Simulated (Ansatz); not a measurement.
Reaction (atomization): `C=C[CH2][In]([CH2]C=C)[CH2]C=C` → 9 C• + 15 H• + In•

Calculated with Ansatz (gas phase, PBE0-D4/def2-TZVP geometries, no zero-point term in ΔE). CCSD(T)/CBS is the MP2 limit (def2-TZVPP, def2-QZVPP) plus CCSD(T) − MP2 in def2-TZVPP, frozen cores. This one scheme is used for every species, atoms too. Functionals use def2-TZVPP. B3LYP here is the variant with VWN-RPA as its local correlation; programs differ in this. HSE06 is defined as in plane-wave codes. No spin–orbit coupling; open shells (•) take unrestricted orbitals. Spin–orbit coupling would lower the free atoms: a little for C; strongly for In. def2 core potentials past Kr. For In outer-core shells are correlated without core-valence functions, so the limit isn't a true one: a few kJ/mol of doubt a bond, and 10 to 20 or more in all where bonds break to atoms. One conformer a species, not always the lowest.

```json
{"level": "LDA (SPW92)", "ΔE (kJ/mol)": "11476.2", "difference from CCSD(T)/CBS": "1407.9"}
{"level": "PBE-D4", "ΔE (kJ/mol)": "10305.0", "difference from CCSD(T)/CBS": "236.7"}
{"level": "revPBE-D4", "ΔE (kJ/mol)": "10065.1", "difference from CCSD(T)/CBS": "-3.2"}
{"level": "BLYP-D4", "ΔE (kJ/mol)": "10031.4", "difference from CCSD(T)/CBS": "-36.9"}
{"level": "B97M-V", "ΔE (kJ/mol)": "10079.7", "difference from CCSD(T)/CBS": "11.4"}
{"level": "PBE0-D4", "ΔE (kJ/mol)": "10153.8", "difference from CCSD(T)/CBS": "85.5"}
{"level": "B3LYP-D4", "ΔE (kJ/mol)": "10062.7", "difference from CCSD(T)/CBS": "-5.6"}
{"level": "r2SCANh-D4", "ΔE (kJ/mol)": "10053.3", "difference from CCSD(T)/CBS": "-15.0"}
{"level": "r2SCAN0-D4", "ΔE (kJ/mol)": "9983.2", "difference from CCSD(T)/CBS": "-85.1"}
{"level": "HSE06-D4", "ΔE (kJ/mol)": "10161.2", "difference from CCSD(T)/CBS": "92.9"}
{"level": "BHLYP-D4", "ΔE (kJ/mol)": "9807.1", "difference from CCSD(T)/CBS": "-261.2"}
{"level": "CAM-B3LYP-D4", "ΔE (kJ/mol)": "10086.8", "difference from CCSD(T)/CBS": "18.5"}
{"level": "ωB97X-V", "ΔE (kJ/mol)": "10055.7", "difference from CCSD(T)/CBS": "-12.6"}
{"level": "ωB97M-V", "ΔE (kJ/mol)": "10080.2", "difference from CCSD(T)/CBS": "11.9"}
{"level": "B2PLYP", "ΔE (kJ/mol)": "9959.4", "difference from CCSD(T)/CBS": "-108.9"}
{"level": "PBE-QIDH", "ΔE (kJ/mol)": "10062.8", "difference from CCSD(T)/CBS": "-5.5"}
{"level": "revPBE", "ΔE (kJ/mol)": "9886.9", "difference from CCSD(T)/CBS": "-181.4"}
{"level": "BLYP", "ΔE (kJ/mol)": "9897.6", "difference from CCSD(T)/CBS": "-170.7"}
{"level": "r2SCAN", "ΔE (kJ/mol)": "10084.5", "difference from CCSD(T)/CBS": "16.2"}
{"level": "PBE0", "ΔE (kJ/mol)": "10098.4", "difference from CCSD(T)/CBS": "30.1"}
{"level": "B3LYP", "ΔE (kJ/mol)": "9961.8", "difference from CCSD(T)/CBS": "-106.5"}
{"level": "r2SCANh", "ΔE (kJ/mol)": "10033.8", "difference from CCSD(T)/CBS": "-34.5"}
{"level": "r2SCAN0", "ΔE (kJ/mol)": "9961.9", "difference from CCSD(T)/CBS": "-106.4"}
{"level": "HSE06", "ΔE (kJ/mol)": "10109.0", "difference from CCSD(T)/CBS": "40.7"}
{"level": "BHLYP", "ΔE (kJ/mol)": "9726.3", "difference from CCSD(T)/CBS": "-342.0"}
{"level": "CAM-B3LYP", "ΔE (kJ/mol)": "10029.7", "difference from CCSD(T)/CBS": "-38.6"}
{"level": "LC-ωPBE", "ΔE (kJ/mol)": "10038.7", "difference from CCSD(T)/CBS": "-29.6"}
{"level": "HF/def2-SVP", "ΔE (kJ/mol)": "7586.6", "difference from CCSD(T)/CBS": "-2481.7"}
{"level": "MP2/def2-SVP", "ΔE (kJ/mol)": "9754.7", "difference from CCSD(T)/CBS": "-313.6"}
{"level": "CCSD/def2-SVP", "ΔE (kJ/mol)": "9541.3", "difference from CCSD(T)/CBS": "-527.0"}
{"level": "CCSD(T)/def2-SVP", "ΔE (kJ/mol)": "9655.3", "difference from CCSD(T)/CBS": "-413.0"}
{"level": "SCS-MP2/def2-TZVPP", "ΔE (kJ/mol)": "9913.5", "difference from CCSD(T)/CBS": "-154.8"}
{"level": "CCSD/def2-TZVPP", "ΔE (kJ/mol)": "9686.5", "difference from CCSD(T)/CBS": "-381.8"}
{"level": "CCSD(T)/def2-TZVPP", "ΔE (kJ/mol)": "9843.9", "difference from CCSD(T)/CBS": "-224.4"}
{"level": "HF/def2-QZVPP", "ΔE (kJ/mol)": "7483.3", "difference from CCSD(T)/CBS": "-2585.0"}
{"level": "MP2/def2-QZVPP", "ΔE (kJ/mol)": "10119.2", "difference from CCSD(T)/CBS": "50.9"}
{"level": "SCS-MP2/def2-QZVPP", "ΔE (kJ/mol)": "10061.7", "difference from CCSD(T)/CBS": "-6.6"}
{"level": "HF/CBS(def2)", "ΔE (kJ/mol)": "7484.8", "difference from CCSD(T)/CBS": "-2583.5"}
{"level": "MP2/CBS(def2)", "ΔE (kJ/mol)": "10211.9", "difference from CCSD(T)/CBS": "143.6"}
{"level": "CCSD/CBS(def2)", "ΔE (kJ/mol)": "9910.9", "difference from CCSD(T)/CBS": "-157.4"}
{"level": "CCSD(T)/CBS", "ΔE (kJ/mol)": "10068.3", "difference from CCSD(T)/CBS": "0"}
```

Largest T1 diagnostic among the species: 0.015.

The D4 term adds +100.9 kJ/mol with B3LYP and +55.4 kJ/mol with PBE0; it sums over pairs of atoms, weighted by their polarisabilities, and B3LYP, whose exchange is more repulsive, gets the larger term. From PBE to PBE0 (25 % exact exchange), in def2-TZVPP and without D4, ΔE moves by −142.9 kJ/mol: exact exchange takes away binding that semilocal exchange gives to molecules. Leaving LDA and LC-ωPBE aside and taking each functional with its dispersion term where it has one, the values spread over 498.0 kJ/mol, from BHLYP-D4 to PBE-D4. LDA lies +1235.0 kJ/mol from PBE without D4, its usual overbinding.

For atomizations the MP2-based limit and the directly extrapolated one differ by several kJ/mol either way, and by 10 to 25 for some Ge, Se and Sn compounds, so smaller differences from it don't rank the levels.
